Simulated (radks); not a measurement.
Results of a calculation; reference values are marked as such.
Spherical quantum dot in the effective-mass picture: electrons in a parabolic well V = omega^2 r^2 / 2 with omega = 1.43, with a point charge +1 (a donor) at the centre, all in effective atomic units (hartree* = m*/eps^2 hartree, bohr* = eps/m* bohr), one dielectric constant everywhere. Level of theory: non-relativistic Kohn-Sham, LDA (Slater exchange, Perdew-Wang correlation), spin-polarised, spherical densities (a radial shooting solver with Libxc functionals). Levels are named by radial order and angular momentum (1s, 1p, 1d, 2s, ...), and open shells are averaged over m. Each electron was tried in the lowest free levels, single moves between levels near the top were tried too, and the lowest total energy was kept; such a search can miss a lower state. At N = 1 the Hartree and exchange-correlation terms need not cancel, so that row can carry a self-interaction error.

| N | open shells | 2S | mu = E(N) - E(N-1) (hartree*) | addition energy mu(N+1) - mu(N) (hartree*) | e(HOMO) (hartree*) |
|---|---|---|---|---|---|
| 1 | 1s(up 1, down 0) | 1 | 0.66741 | 1.063 | 1.0809 |
| 2 | none | 0 | 1.7299 | 2.418 | 2.1207 |
| 3 | 1p(up 1, down 0) | 1 | 4.1479 | 0.5950 | 4.4421 |
| 4 | 1p(up 2, down 0) | 2 | 4.7429 | 0.6020 | 5.0444 |
| 5 | 1p(up 3, down 0) | 3 | 5.3449 | 0.7578 | 5.6444 |
| 6 | 1p(up 3, down 1) | 2 | 6.1028 | 0.5472 | 6.3745 |
| 7 | 1p(up 3, down 2) | 1 | 6.6500 | 0.5513 | 6.9259 |
| 8 | none | 0 | 7.2013 | 1.459 | 7.4759 |
| 9 | 2s(up 1, down 0) | 1 | 8.6599 | 0.5623 | 8.9110 |
| 10 | none | 0 | 9.2222 | 0.6025 | 9.4706 |
| 11 | 1d(up 1, down 0) | 1 | 9.8247 | 0.4644 | 10.057 |
| 12 | 1d(up 2, down 0) | 2 | 10.289 | 0.4614 | 10.520 |
| 13 | 1d(up 3, down 0) | 3 | 10.750 | 0.4577 | 10.980 |
| 14 | 1d(up 4, down 0) | 4 | 11.208 | 0.4536 | 11.436 |
| 15 | 1d(up 5, down 0) | 5 | 11.662 | 0.5616 | 11.887 |
| 16 | 1d(up 5, down 1) | 4 | 12.223 | 0.4330 | 12.440 |
| 17 | 1d(up 5, down 2) | 3 | 12.656 | 0.4309 | 12.872 |
| 18 | 1d(up 5, down 3) | 2 | 13.087 | 0.4281 | 13.302 |
| 19 | 1d(up 5, down 4) | 1 | 13.515 | 0.4250 | 13.728 |
| 20 | none | 0 | 13.940 | 1.315 | 14.152 |
| 21 | 1f(up 1, down 0) | 1 | 15.255 | 0.3908 | 15.451 |
| 22 | 1f(up 2, down 0) | 2 | 15.646 | 0.3888 | 15.841 |
| 23 | 1f(up 3, down 0) | 3 | 16.035 | 0.3866 | 16.229 |
| 24 | 1f(up 4, down 0) | 4 | 16.422 | 0.3844 | 16.614 |
| 25 | 1f(up 5, down 0) | 5 | 16.806 | 0.3821 | 16.997 |
| 26 | 1f(up 6, down 0) | 6 | 17.188 | 0.3797 | 17.378 |
| 27 | 1f(up 7, down 0) | 7 | 17.568 | 0.4733 | 17.757 |
| 28 | 1f(up 7, down 1) | 6 | 18.041 | 0.3686 | 18.226 |
| 29 | 1f(up 7, down 2) | 5 | 18.410 | 0.3671 | 18.594 |
| 30 | 1f(up 7, down 3) | 4 | 18.777 | 0.3654 | 18.960 |
| 31 | 1f(up 7, down 4) | 3 | 19.142 | 0.3636 | 19.324 |
| 32 | 1f(up 7, down 5) | 2 | 19.506 | 0.3618 | 19.687 |
| 33 | 1f(up 7, down 6) | 1 | 19.868 | 0.3599 | 20.048 |
| 34 | none | 0 | 20.227 | 0.4482 | 20.407 |
| 35 | 2p(up 1, down 0) | 1 | 20.676 | 0.3652 | 20.858 |
| 36 | 2p(up 2, down 0) | 2 | 21.041 | 0.3640 | 21.223 |
| 37 | 2p(up 3, down 0) | 3 | 21.405 | 0.4135 | 21.586 |
| 38 | 2p(up 3, down 1) | 2 | 21.818 | 0.3575 | 21.997 |
| 39 | 2p(up 3, down 2) | 1 | 22.176 | - | 22.354 |

All shells are closed at N = 2, 8, 10, 20, 34 (there: 1s2 1p6 1d10 2s2 1f14); the second difference of the energy has clear peaks (12 % above both neighbours; the first and last values, which can be the largest, are not judged, and half-filled shells can peak too) at N = 2, 5, 8, 15, 20, 27, 34, 37.
